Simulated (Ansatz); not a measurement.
Born–Oppenheimer molecular dynamics of H₄O₂Zn (7 atoms, charge 0, multiplicity 1). It starts at the highest image of a converged band, a first-order saddle point between two minima.

Method: RKS BLYP-D4/def2-SVP in Ansatz.

```json
{"ensemble": "NVE (velocity Verlet)", "time step": "0.5 fs", "steps asked": "200", "starting velocities drawn for": "300 K", "seed": "3319"}
```

First frame:

```xyz
7
Properties=species:S:1:pos:R:3
Zn 0.249 -0.203 -0.028
O 0.044 0.203 1.892
H -0.559 -0.358 2.426
O -0.540 -0.238 -1.649
H 0.094 -0.510 -2.341
H 1.885 -0.610 0.913
H 1.204 -0.324 1.614
```

Problem. How far do the bonds stretch over the last three quarters of this one trajectory? (Pairs bonded in most of those frames.)

Solution. 
```json
{"bond": "Zn1–O2", "mean (Å)": "1.788", "spread (Å)": "0.050", "shortest": "1.72", "longest": "1.87"}
{"bond": "Zn1–O4", "mean (Å)": "1.801", "spread (Å)": "0.059", "shortest": "1.71", "longest": "1.90"}
{"bond": "O2–H3", "mean (Å)": "0.980", "spread (Å)": "0.007", "shortest": "0.96", "longest": "0.99"}
{"bond": "O4–H5", "mean (Å)": "0.980", "spread (Å)": "0.024", "shortest": "0.94", "longest": "1.02"}
{"bond": "H6–H7", "mean (Å)": "0.767", "spread (Å)": "0.011", "shortest": "0.75", "longest": "0.78"}
```

Mean temperature of the second half: 1036 K. The conserved energy stayed within 0.14 meV per atom of its start (net change -0.0083 meV per atom), so the integration is sound. The system heated up, since it started high on the potential surface and ran downhill. A run of 0.1 ps of so small a system gives no equilibrium averages. The orbitals stay closed-shell, which can raise the energy where a bond breaks towards radicals; this wasn't checked here.

Time of the run: 6.6 min on 1 thread of Arm Neoverse V2, on a shared host, peak memory 0.16 GiB.
